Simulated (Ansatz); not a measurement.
Consider the isomerisation: `C=C(S)O[SiH3]` → `COC([SiH3])=S`.

Calculated with Ansatz (gas phase, PBE0-D4/def2-TZVP geometries, no zero-point term in ΔE). CBS: MP2 limit from def2 TZ/QZ plus the TZ coupled-cluster correction, frozen cores. Functionals use def2-TZVPP. One conformer a species, not always the lowest.

```tsv
species	revPBE-D4 energy (Eh)
`C=C(S)O[SiH3]`	-842.66196
`COC([SiH3])=S`	-842.62666
```

**Question.** Work out ΔE.

**Answer.** ΔE = (-842.62666) − (-842.66196) = 0.03530 Eh = +22.2 kcal/mol. CCSD(T)/CBS gives +27.3 kcal/mol.

Largest T1 diagnostic among the species: 0.017.

From r2SCAN to r2SCAN0 (25 % exact exchange), in def2-TZVPP and without D4, ΔE moves by +2.1 kcal/mol. At CCSD(T), def2-SVP lies −3.7 kcal/mol from the extrapolated value and def2-TZVPP −0.7 kcal/mol. Leaving LDA and LC-ωPBE aside and taking each functional with its dispersion term where it has one, the values, not all of them listed here, spread over 7.1 kcal/mol, from revPBE-D4 to BHLYP-D4. LDA lies +1.6 kcal/mol from PBE without D4.
